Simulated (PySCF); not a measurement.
PySCF job for FHI2OSi, SMILES [Si](I)(O)(I)F, TDDFT-ωB97X/def2-SVPD. Coordinates come from a PBE0-D3(BJ)/def2-SVP optimisation. The structure was generated by enumeration, and PubChem lists no compound with its InChIKey, so it may never have been made. The def2 effective core potentials stand for the cores of I; spin–orbit coupling is left out. The values are those of a single conformer.

```python
import numpy as np
from pyscf import gto, scf, dft, tdscf

mol = gto.M(
    atom='''
    O    -1.63770371   -1.54884693   -0.44187474
    Si   -0.59946646   -0.56919357    0.35803262
    F    -0.77620373   -0.75075919    1.95120307
    I     1.63420475   -1.23452182   -0.24236992
    I    -1.04829376    1.77100329   -0.10882070
    H    -2.57328896   -1.31719986   -0.42518308
    ''',
    basis='def2-SVPD',
    ecp={'I': 'def2-svp'},
    charge=0,
    spin=0,
    max_memory=1600,
    verbose=4,
)
mf = dft.RKS(mol, xc='wb97x').density_fit(auxbasis='def2-universal-jkfit')
mf.grids.level = 3
mf.conv_tol = 1e-9
mf.max_cycle = 100
mf.kernel()
mf.grids = dft.Grids(mol).set(level=1).build(with_non0tab=True)  # coarser grid for the response kernel
td = tdscf.TDDFT(mf)
td.singlet = True
td.nstates = 10
td.conv_tol = 1e-4
td.positive_eig_threshold = 1e-6
td.kernel(x0=td.get_init_guess(mf, 15))
td.analyze()
tt = tdscf.TDA(mf)
tt.singlet = False
tt.nstates = 4
tt.conv_tol = 1e-4
tt.positive_eig_threshold = 1e-6
tt.kernel(x0=tt.get_init_guess(mf, 9))
tt.analyze(verbose=3)
```

It prints:

```
PySCF version 2.14.0

[INPUT] verbose = 4
[INPUT] num. atoms = 6
[INPUT] num. electrons = 82
[INPUT] charge = 0
[INPUT] spin (= nelec alpha-beta = 2S) = 0
[INPUT] symmetry False subgroup None
[INPUT] Mole.unit = angstrom
[INPUT] Symbol           X                Y                Z      unit          X                Y                Z       unit  Magmom
[INPUT]  1 O     -1.637703710000  -1.548846930000  -0.441874740000 AA   -3.094811485084  -2.926896506573  -0.835022239963 Bohr   0.0
[INPUT]  2 Si    -0.599466460000  -0.569193570000   0.358032620000 AA   -1.132827430263  -1.075619959163   0.676583595460 Bohr   0.0
[INPUT]  3 F     -0.776203730000  -0.750759190000   1.951203070000 AA   -1.466812466566  -1.418729254600   3.687239415711 Bohr   0.0
[INPUT]  4 I      1.634204750000  -1.234521820000  -0.242369920000 AA    3.088199408963  -2.332908134600  -0.458012769633 Bohr   0.0
[INPUT]  5 I     -1.048293760000   1.771003290000  -0.108820700000 AA   -1.980988104491   3.346711183804  -0.205641319683 Bohr   0.0
[INPUT]  6 H     -2.573288960000  -1.317199860000  -0.425183080000 AA   -4.862811373767  -2.489146986715  -0.803479573999 Bohr   0.0

nuclear repulsion = 479.300601278663
number of shells = 58
number of NR pGTOs = 258
number of NR cGTOs = 148
basis = def2-SVPD
ecp = {'I': 'def2-svp'}


******** <class 'pyscf.df.df_jk.DFRKS'> ********
method = DFRKS
initial guess = minao
damping factor = 0
level_shift factor = 0
DIIS = <class 'pyscf.scf.diis.CDIIS'>
diis_start_cycle = 1
diis_space = 8
diis_damp = 0
SCF conv_tol = 1e-09
SCF conv_tol_grad = None
SCF max_cycles = 100
direct_scf = False
XC library pyscf.dft.libxc version 7.1.2
    S. Lehtola, C. Steigemann, M. J. T. Oliveira, and M. A. L. Marques,  SoftwareX 7, 1–5 (2018)
XC functionals = wb97x
    J.-D. Chai and M. Head-Gordon,  J. Chem. Phys. 128, 084106 (2008)
radial grids:
    Treutler-Ahlrichs [JCP 102, 346 (1995); DOI:10.1063/1.469408] (M4) radial grids

becke partition: Becke, JCP 88, 2547 (1988); DOI:10.1063/1.454033
pruning grids: <function nwchem_prune>
grids dens level: 3
symmetrized grids: False
atomic radii adjust function: <function treutler_atomic_radii_adjust>
small_rho_cutoff = 0
Set gradient conv threshold to 3.16228e-05
Initial guess from minao.
tot grids = 101248
******** <class 'pyscf.df.df.DF'> ********
auxbasis = def2-universal-jkfit
Create RSH-DF object <pyscf.df.df.DF object> for omega=0.3
******** <class 'pyscf.df.df.DF'> ********
auxbasis = auxmol.basis = def2-universal-jkfit
init E= -997.245091634852
  HOMO = -1.03592891499486  LUMO = -0.950292278843044  gap/eV = 2.33029
cycle= 1 E= -1058.01976584019  delta_E= -60.8  |g|= 3.88  |ddm|= 13.4
  HOMO = -0.0501036301376638  LUMO = -0.0107527545150936  gap/eV = 1.07079
cycle= 2 E= -1059.2898726803  delta_E= -1.27  |g|= 2.54  |ddm|= 11.7
  HOMO = -0.323793298211701  LUMO = 0.0212566082597624  gap/eV = 9.38929
cycle= 3 E= -1060.49693672664  delta_E= -1.21  |g|= 0.571  |ddm|= 4.29
  HOMO = -0.368197075850876  LUMO = -0.00769083497954339  gap/eV = 9.80987
cycle= 4 E= -1060.57595735534  delta_E= -0.079  |g|= 0.238  |ddm|= 0.939
  HOMO = -0.367653653279744  LUMO = 0.0102555092254176  gap/eV = 10.28343
cycle= 5 E= -1060.58716622185  delta_E= -0.0112  |g|= 0.0568  |ddm|= 0.256
  HOMO = -0.368718302063577  LUMO = 0.0142831765737738  gap/eV = 10.42200
cycle= 6 E= -1060.5881179706  delta_E= -0.000952  |g|= 0.0177  |ddm|= 0.105
  HOMO = -0.370432554787651  LUMO = 0.0126610760267759  gap/eV = 10.42451
cycle= 7 E= -1060.58825689783  delta_E= -0.000139  |g|= 0.0044  |ddm|= 0.0406
  HOMO = -0.369976172157981  LUMO = 0.0130954164591711  gap/eV = 10.42391
cycle= 8 E= -1060.58826989852  delta_E= -1.3e-05  |g|= 0.00205  |ddm|= 0.0145
  HOMO = -0.369830068358832  LUMO = 0.0132109975709686  gap/eV = 10.42308
cycle= 9 E= -1060.5882713471  delta_E= -1.45e-06  |g|= 0.000842  |ddm|= 0.00472
  HOMO = -0.369851041643477  LUMO = 0.0131812617693966  gap/eV = 10.42284
cycle= 10 E= -1060.5882715867  delta_E= -2.4e-07  |g|= 0.000187  |ddm|= 0.00181
  HOMO = -0.369871375853778  LUMO = 0.0131767738282705  gap/eV = 10.42327
cycle= 11 E= -1060.58827160663  delta_E= -1.99e-08  |g|= 3.68e-05  |ddm|= 0.000691
  HOMO = -0.369877686026857  LUMO = 0.0131733768994206  gap/eV = 10.42335
cycle= 12 E= -1060.58827160782  delta_E= -1.19e-09  |g|= 9.29e-06  |ddm|= 0.000167
  HOMO = -0.369877425560215  LUMO = 0.0131734711422157  gap/eV = 10.42335
cycle= 13 E= -1060.5882716079  delta_E= -8.09e-11  |g|= 4.06e-06  |ddm|= 3.65e-05
  HOMO = -0.369877660020193  LUMO = 0.0131734918237903  gap/eV = 10.42335
Extra cycle  E= -1060.5882716079  delta_E= -3.18e-12  |g|= 2.46e-06  |ddm|= 1.44e-05
converged SCF energy = -1060.5882716079
tot grids = 35416
Overwritten attributes  positive_eig_threshold  of <class 'pyscf.tdscf.rks.TDDFT'>


******** <class 'pyscf.tdscf.rks.TDDFT'> for <class 'pyscf.df.df_jk.DFRKS'> ********
nstates = 10 singlet
deg_eia_thresh = 1.000e-03
wfnsym = None
conv_tol = 0.0001
eigh lindep = 1e-12
eigh level_shift = 0
eigh max_cycle = 100


Excitation energies (eV)
[5.40885951 5.548411   5.83104931 6.03203058 7.30774859 7.3365126
 7.36825309 7.3972192  7.61023156 7.63234402]

** Singlet excitation energies and oscillator strengths **
Excited State   1:      5.40886 eV    229.22 nm  f=0.0405
      38 -> 44       -0.10612
      41 -> 42       -0.66528
Excited State   2:      5.54841 eV    223.46 nm  f=0.0004
      39 -> 44       -0.11624
      40 -> 42       -0.66411
Excited State   3:      5.83105 eV    212.63 nm  f=0.0055
      39 -> 42       -0.65226
      40 -> 44       -0.14576
Excited State   4:      6.03203 eV    205.54 nm  f=0.0064
      38 -> 42        0.63659
      41 -> 44        0.17348
      41 -> 52       -0.12147
Excited State   5:      7.30775 eV    169.66 nm  f=0.0143
      41 -> 43        0.35150
      41 -> 44        0.11810
      41 -> 45       -0.10228
      41 -> 46       -0.52021
Excited State   6:      7.33651 eV    169.00 nm  f=0.0826
      37 -> 42       -0.40709
      38 -> 43        0.13361
      40 -> 43       -0.10086
      41 -> 43       -0.33043
      41 -> 45       -0.12073
      41 -> 46       -0.29959
      41 -> 49       -0.10068
Excited State   7:      7.36825 eV    168.27 nm  f=0.0187
      37 -> 42        0.15826
      39 -> 43       -0.27306
      40 -> 43        0.43929
      40 -> 46       -0.14624
      41 -> 43       -0.14483
      41 -> 45       -0.13179
      41 -> 46       -0.22689
Excited State   8:      7.39722 eV    167.61 nm  f=0.0188
      37 -> 42       -0.31493
      39 -> 43       -0.15712
      40 -> 43        0.22411
      40 -> 45        0.16023
      40 -> 46        0.37533
      41 -> 43        0.22101
      41 -> 44        0.11735
      41 -> 45        0.12207
Excited State   9:      7.61023 eV    162.92 nm  f=0.0411
      39 -> 43        0.30029
      39 -> 44        0.26679
      39 -> 45        0.10335
      39 -> 49        0.16105
      39 -> 52       -0.11513
      39 -> 56       -0.10208
      40 -> 44        0.35122
      40 -> 49        0.15321
      40 -> 52       -0.20489
Excited State  10:      7.63234 eV    162.45 nm  f=0.0078
      37 -> 42        0.12800
      38 -> 43        0.11090
      38 -> 48       -0.10839
      40 -> 46        0.32192
      41 -> 43       -0.16650
      41 -> 45       -0.18066
      41 -> 48        0.20380
      41 -> 49        0.35029
      41 -> 51        0.19623

** Transition electric dipole moments (AU) **
state          X           Y           Z        Dip. S.      Osc.
  1         0.3802     -0.4013     -0.0159      0.3059      0.0405
  2         0.0466     -0.0307     -0.0043      0.0031      0.0004
  3        -0.0723     -0.0733     -0.1680      0.0388      0.0055
  4         0.1448      0.1312     -0.0710      0.0432      0.0064
  5        -0.2475      0.1027      0.0897      0.0798      0.0143
  6         0.5542     -0.3905     -0.0093      0.4597      0.0826
  7        -0.1655      0.0222     -0.2749      0.1034      0.0187
  8         0.0373     -0.2970     -0.1187      0.1037      0.0188
  9         0.1493      0.1315      0.4250      0.2202      0.0411
 10         0.1697     -0.0204     -0.1125      0.0419      0.0078

WARN: ECP detected. Skipping calculation of transition velocity and magnetic dipole moments, which have not yet been implemented.

Overwritten attributes  positive_eig_threshold  of <class 'pyscf.tdscf.rks.TDA'>


******** <class 'pyscf.tdscf.rks.TDA'> for <class 'pyscf.df.df_jk.DFRKS'> ********
nstates = 4 triplet
deg_eia_thresh = 1.000e-03
wfnsym = None
conv_tol = 0.0001
eigh lindep = 1e-12
eigh level_shift = 0
eigh max_cycle = 100


Excitation energies (eV)
[4.89249473 5.10089175 5.33272515 5.52600203]

** Triplet excitation energies and oscillator strengths **
Excited State   1:      4.89249 eV    253.42 nm  f=0.0000
Excited State   2:      5.10089 eV    243.06 nm  f=0.0000
Excited State   3:      5.33273 eV    232.50 nm  f=0.0000
Excited State   4:      5.52600 eV    224.37 nm  f=0.0000
```

The calculation finished and met its thresholds.
